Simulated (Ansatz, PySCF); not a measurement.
Complex: HCl (SMILES Cl) (first 2 atoms) with SiH4 (SMILES [SiH4]); geometry from B3LYP-D3(BJ)/def2-TZVP, rigid monomers moved along the line of their centres of mass till Cl1···Si3 is 4.33 Å.
(charge 0, multiplicity 1):
```xyz
7

Cl    -0.06854    -0.33803    -0.32481
H     -0.67544    -1.32229     0.22906
Si     0.03522     0.23516     3.96969
H      0.85112     1.34469     3.43282
H     -1.34579     0.32623     3.44471
H      0.00001     0.31278     5.44846
H      0.62484    -1.06175     3.56633
```

Monomers are frozen at their geometry in the pair; levels with a basis set take the counterpoise correction.

Cores are frozen in the correlated methods. CBS: X⁻³ extrapolation of the correlation energy, Hartree–Fock from the larger set.

Programs: Ansatz (Gaussian orbitals); PySCF for the dispersion terms. Values without a source in brackets are computed.

Q: Give the interaction energy at the level PBE-D3(BJ)/def2-TZVPPD.

A: -0.8 kcal/mol

Ansatz is an electronic-structure program.
